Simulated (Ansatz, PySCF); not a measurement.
Pair of molecules: boric acid (SMILES OB(O)O) (first 7 atoms) with HF (SMILES F); geometry from B3LYP-D3(BJ)/def2-TZVP.
(charge 0, multiplicity 1):
```xyz
9

O     -0.028    -0.571     1.560
B      0.284    -0.250     0.258
O      0.701    -1.271    -0.556
O      0.141     1.062    -0.076
H      0.085    -1.505     1.760
H      0.917    -1.041    -1.463
H      0.354     1.303    -0.980
F     -0.878     0.864     3.615
H     -0.575     0.413     2.846
```

Basis-set superposition error: the interaction energy with monomers in their own basis, and in the dimer's basis (counterpoise).

Programs: Ansatz (a first-principles code); PySCF for 6-31G* rows, M06-2X. Values without a source in brackets are computed.

| level | uncorrected (meV) | counterpoise (meV) | difference |
|---|---|---|---|
| PBE/def2-TZVPPD | -383.5 | -380.2 | 3.3 |
| r2SCAN/def2-TZVPPD | -402.2 | -399.1 | 3.1 |
| B97M-V/def2-TZVPPD | -389.4 | -386.9 | 2.5 |
| B3LYP/6-31G* | -431.5 | -361.3 | 70.2 |
| BHLYP/def2-TZVPPD | -408.2 | -405.7 | 2.5 |
| M06-2X/def2-TZVPPD | -397.8 | -394.4 | 3.3 |
| wB97M-V/def2-TZVPPD | -392.1 | -389.3 | 2.8 |
| B2PLYP/def2-TZVPPD | -385.2 | -374.2 | 11.0 |
| MP2/6-31G* | -432.1 | -343.2 | 89.0 |
| CCSD(T)/aug-cc-pVDZ | -399.1 | -337.3 | 61.8 |

The error is largest for MP2/6-31G* (89.0 meV) and smallest for B97M-V/def2-TZVPPD (2.5 meV).
